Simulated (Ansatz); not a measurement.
`[CH3][GeH2][CH2]S` + `OC=S` → `[CH3][GeH2][O]C=S` + CH₃SH  (ligand exchange at a Ge–C bond)

Computed with Ansatz on PBE0-D4/def2-TZVP structures; ΔE is electronic, products minus reactants. CBS: MP2 limit from def2 TZ/QZ plus the TZ coupled-cluster correction, frozen cores. This one scheme is used for every species. For Ge outer-core shells are correlated without core-valence functions, which leaves a few kJ/mol of doubt a bond. Scalar relativity is left out up to krypton. Each species was taken in one conformer, which may not be the lowest.

| level | ΔE (kJ/mol) |
| --- | --- |
| MP2/def2-TZVPP | -51.1 |
| CCSD(T)/def2-TZVPP | -52.1 |

Question: What does CCSD(T)/CBS give? (An estimate is asked.)

Answer: Ansatz gave: -50.3 kJ/mol. The listed levels differ from it by -0.8, -1.8 kJ/mol.

Largest T1 diagnostic among the species: 0.018.

The D4 term adds +4.1 kJ/mol with B3LYP and +2.2 kJ/mol with PBE0; it sums over pairs of atoms, weighted by their polarisabilities, and B3LYP, whose exchange is more repulsive, gets the larger term. In def2-TZVPP, CCSD(T) changes the Hartree–Fock value by +21.8 kJ/mol (the triples alone add +1.6 kJ/mol) and MP2 by +22.7 kJ/mol.

B3LYP here is the variant with VWN-RPA as its local correlation; programs differ in this.
